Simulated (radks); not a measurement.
All-electron atom: I0.25+ in [Kr] 4d10 5p(up 2.5, down 2.5) 5s(up 1, down 0.75) (fractional occupations, a model configuration). Method: scalar-relativistic Kohn-Sham, r2SCAN, spin-polarised, spherical densities, finite nucleus; meta-GGA in the generalised Kohn-Sham scheme; Fermi nuclear charge, rms radius 4.75 fm; computed with a radial shooting solver on a logarithmic mesh with Libxc functionals.

Normalised radial functions P(r) = r R(r), r in bohr:

r          4p down  4d down
0.0009484   0.0011   0.0000
0.001461    0.0024   0.0000
0.00225     0.0052   0.0000
0.003439    0.0109   0.0001
0.005297    0.0230   0.0003
0.008159    0.0480   0.0011
0.01257     0.0966   0.0035
0.01936     0.1832   0.0111
0.02958     0.3108   0.0324
0.04556     0.4478   0.0891
0.07018     0.4585   0.2150
0.1081      0.1392   0.4247
0.1665     -0.4712   0.6110
0.2565     -0.6898   0.4699
0.3919      0.1310  -0.2001
0.6037      1.1882  -0.9885
0.9299      1.0766  -1.0762
1.432       0.3603  -0.5571
2.206       0.0431  -0.1429
3.371       0.0015  -0.0163
5.193       0.0000  -0.0005
7.999       0.0000  0.0000

4p down: eigenvalue -133.41 eV, 2 radial nodes at r = 0.120, 0.374 bohr, <r> = 0.792 bohr, 90 % of the charge inside 1.16 bohr. 4d down: eigenvalue -54.005 eV, 1 radial node at r = 0.354 bohr, <r> = 0.920 bohr, 90 % of the charge inside 1.40 bohr.
